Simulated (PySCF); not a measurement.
# Frontier levels across methods

Species: C7H7F.
SMILES with atom numbers: `[CH3:1][c:2]1[cH:3][cH:4][cH:5][cH:6][c:7]1[F:8]` (hydrogens: H9, H10, H11 on C1; H12 on C3; H13 on C4; H14 on C5; H15 on C6)

Cartesian coordinates in Å at the PBE0-D3(BJ)/def2-SVP level; atoms count from 1:
```xyz
15
C7H7F angstrom
C      2.1960    0.5578    0.0695
C      0.7116    0.3596    0.0432
C     -0.2004    1.4187    0.0201
C     -1.5773    1.1965    0.0023
C     -2.0718   -0.1058    0.0075
C     -1.1872   -1.1832    0.0295
C      0.1770   -0.9313    0.0471
F      1.0248   -1.9651    0.0689
H      2.6865    0.0081   -0.7483
H      2.6310    0.1818    1.0093
H      2.4524    1.6215   -0.0248
H      0.1857    2.4416    0.0145
H     -2.2647    2.0449   -0.0162
H     -3.1484   -0.2892   -0.0065
H     -1.5355   -2.2176    0.0335
```

Basis pcSseg-1 throughout (PySCF), one geometry. Geometry: PBE0-D3(BJ)/def2-SVP; no solvent, vibrations or thermal averaging.

Task: How do the orbital energies, the gap and the dipole change with the method?

Result: 
```tsv
method	kind	HOMO (eV)	LUMO (eV)	gap (eV)	μ (D)	SCF cycles
OPBE	GGA	-5.94	-1.15	4.79	0.96	15
PBE	GGA	-5.96	-1.24	4.72	0.97	14
KT2	GGA	-5.98	-1.21	4.77	1.01	15
BP86	GGA	-6.06	-1.34	4.73	0.99	14
LDA	LDA	-6.16	-1.47	4.69	1.02	14
B3LYP	global hybrid	-6.80	-0.54	6.27	1.15	14
PBE0	global hybrid	-7.03	-0.36	6.67	1.15	14
mPW1PW91	global hybrid	-7.05	-0.38	6.67	1.17	14
CAM-B3LYP	range-separated hybrid	-8.23	0.75	8.98	1.21	12
```

The HOMO spans 2.30 eV, from OPBE down to CAM-B3LYP, and the gap runs from 4.69 eV (LDA) to 8.98 eV (CAM-B3LYP). Over the methods OPBE (0 %), PBE (0 %), KT2 (0 %), BP86 (0 %), LDA (0 %), B3LYP (20 %), PBE0 (25 %), mPW1PW91 (25 %), a straight line through the gap against the share of exact exchange rises by 0.77 eV for each 10 % (correlation coefficient 1.000). The dipole ranges from 0.96 D (OPBE) to 1.21 D (CAM-B3LYP). This basis has no diffuse functions.

The vertical ΔSCF ionisation energy at B3LYP/def2-SVPD is 8.92 eV; −ε(HOMO) comes closest to it with CAM-B3LYP (8.23 eV).
